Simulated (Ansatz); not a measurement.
ZnCl₃⁻. Charge -1, multiplicity 5. Geometry PBE-D4/def2-SVPD; atoms count from 1.

```
atom   x (Å)   y (Å)   z (Å)
 Zn1   0.000   0.000  -0.001
 Cl2  -0.082  -0.423   2.732
 Cl3  -1.110  -1.861  -1.721
 Cl4   1.191   2.284  -1.011
```

The highest occupied level of the charge -1 quintet lies above zero (up to 1.18 eV). The electron is either unbound and held by the finite basis, or the level is raised by self-interaction error. At PBE0-D4/def2-TZVPD a singlet of charge -1 lies 10.81 eV below the quintet, each at its own geometry. The structure comes from a short search, and lower isomers may exist.

**Question.** Estimate the Mulliken populations from the PBE0/def2-TZVPD orbitals of Ansatz.

**Answer.** 
```csv
atom,charge (e),spin (α − β),d electrons
Zn1,-0.56,2.15,10.05
Cl2,-0.15,0.62,–
Cl3,-0.15,0.62,–
Cl4,-0.15,0.62,–
```
Mulliken values depend strongly on the basis. With diffuse functions, as here, like atoms can get unlike values, and bond orders can come out too low or too high.

**Question.** Where does the spin sit?

**Answer.** Summed by element: Zn 2.15, Cl 1.85, of 4 unpaired in all. Largest on single atoms: Zn1 2.15, Cl3 0.62, Cl4 0.62.
